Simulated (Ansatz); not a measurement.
```yaml
crystal:
  periodic: [false, false, false]
  atoms:
    - {symbol: C, position_ang: [-2.739223, 1.646523, 3.047988]}
    - {symbol: Si, position_ang: [0.279768, 1.834449, 0.275569]}
    - {symbol: F, position_ang: [3.387688, 1.782309, 2.034254]}
    - {symbol: B, position_ang: [0.356078, -1.541074, -2.586933]}
    - {symbol: N, position_ang: [2.838911, -3.305805, -2.669861]}
    - {symbol: H, position_ang: [-2.598559, 3.472574, 4.604231]}
    - {symbol: H, position_ang: [-4.873231, 1.771324, 1.942571]}
    - {symbol: H, position_ang: [-2.664988, -0.412969, 4.284639]}
    - {symbol: H, position_ang: [0.144243, 4.748953, -1.233198]}
    - {symbol: H, position_ang: [-1.632935, -2.118494, -4.224561]}
    - {symbol: H, position_ang: [4.601115, -2.959388, -1.369580]}
    - {symbol: H, position_ang: [3.070095, -5.039841, -4.030320]}
basis:
  gaussian: {orbitals: aug-pcseg-2, fitting: {mean_field: cc-pVTZ-jkfit}}
hamiltonian: {xc: {name: BLYP}, dispersion: d4}
output: {forces: true}
```

```sh
$ ansatz run in.yaml --threads 4 --pin off --events-out ev --progress --plain --max-ram 10444MiB
```

Shortened log:

```
Functional definition: BLYP
647 factors; integrals over basis functions are off by at most 9.5e-1 eV
mean field evaluation 1: about -13812.8768 eV, gradient 1.3e2 eV
mean field evaluation 2: about -12768.7352 eV, gradient 3.6e2 eV
mean field evaluation 4: about -13152.2915 eV, gradient 2.4e2 eV
mean field evaluation 8: about -13870.5991 eV, gradient 5.2e0 eV
mean field evaluation 16: about -13872.0588 eV, gradient 4.2e-3 eV
mean field -13872.05885107 eV, -509.7887599575 hartree, gradient 2.9e-6 eV, S^2 0.000000; 9 other end points of the search recorded, 0 dependent functions left out
reference -13872.05972944 eV, -509.7887922372 hartree; 24, 24 occupied and 371, 371 virtual orbitals, 647 factors
Total energy: -13872.32418688 eV, -509.7985108689 hartree
Atom 0 at    -2.739223     1.646523     3.047988 Å, force    -1.165202    -0.076433     1.059093 eV/Å
Atom 1 at     0.279768     1.834449     0.275569 Å, force     0.606018     0.877368     0.161030 eV/Å
Atom 2 at     3.387688     1.782309     2.034254 Å, force    -0.898480     0.007298    -0.522920 eV/Å
Atom 3 at     0.356078    -1.541074    -2.586933 Å, force    -0.527346    -0.454580    -0.859459 eV/Å
Atom 4 at     2.838911    -3.305805    -2.669861 Å, force     1.322895    -1.109124     0.127999 eV/Å
Atom 5 at    -2.598559     3.472574     4.604231 Å, force    -0.116010    -1.388632    -1.174341 eV/Å
Atom 6 at    -4.873231     1.771324     1.942571 Å, force     1.596614    -0.094551     0.827893 eV/Å
Atom 7 at    -2.664988    -0.412969     4.284639 Å, force    -0.067193     1.568054    -0.933404 eV/Å
Atom 8 at     0.144243     4.748953    -1.233198 Å, force     0.057263    -0.999777     0.508412 eV/Å
Atom 9 at    -1.632935    -2.118494    -4.224561 Å, force     1.045874     0.255784     0.867753 eV/Å
Atom 10 at     4.601115    -2.959388    -1.369580 Å, force    -1.804059    -0.461826    -1.512630 eV/Å
Atom 11 at     3.070095    -5.039841    -4.030320 Å, force    -0.050375     1.876421     1.450574 eV/Å
Dipole moment:    -0.800813    -0.518573    -0.946994 e Å
```

(1) What is wrong with this run?

Results:

(1) The geometry is stretched to more than twice its size. The run converged. The result belongs to that input, not to the molecule as meant.
